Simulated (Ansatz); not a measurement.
Ansatz results at the PBE0-D4/def2-TZVP geometry: size of the dipole moment (ωB97M-V/def2-TZVPP) 3.41 D; HOMO–LUMO gap (PBE0/def2-TZVPP) 9.68 eV; ideal-gas entropy at 298 K and 1 bar (rigid rotor, harmonic PBE0-D4/def2-TZVP) 315 J/(mol·K).

Q: Which molecule gave them?
A. `F[B@H-]1[OH+][B@@H-](F)[OH+]1`
B. `[NH2+]1[AlH2-][NH2+][AlH2-]1`
C. `[BH2-]1[NH2+][BH2-][NH2+]1`
D. `[AlH2-]1[SH+][AlH2-][SH+]1`

A: A. The others give `[BH2-]1[NH2+][BH2-][NH2+]1`: 0.01, 8.77, 277; `[AlH2-]1[SH+][AlH2-][SH+]1`: 1.82, 7.69, 357; `[NH2+]1[AlH2-][NH2+][AlH2-]1`: 0.01, 7.71, 319.
